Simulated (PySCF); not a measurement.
Radial density of Ag²⁺ (silver, charge +2)

UHF, [Kr] 4d8 5s1, high-spin 4F determinant (an excited configuration). Calculation: PySCF 2.14, in ANO-RCC-VTZP (7s6p4d2f1g, 68 functions); scalar relativity by spin-free X2C-1e.

```tsv
r (bohr)	4πr²ρ (e/bohr)	4πr²(ρα − ρβ)
0.0269	58.36	0.0026
0.0452	51.41	0.0009
0.0760	70.18	0.0528
0.128	66.70	0.2187
0.215	52.82	0.4791
0.362	52.52	0.1139
0.608	16.80	0.6322
1.02	17.01	1.8864
1.72	4.294	1.0877
2.89	0.5727	0.4086
4.87	0.04468	0.0431
8.19	0.0007418	0.0007
13.8	0.0001351	0.0001
```

Densities and radii are taken from the X2C orbitals without a picture-change correction, which distorts them close to the nucleus.
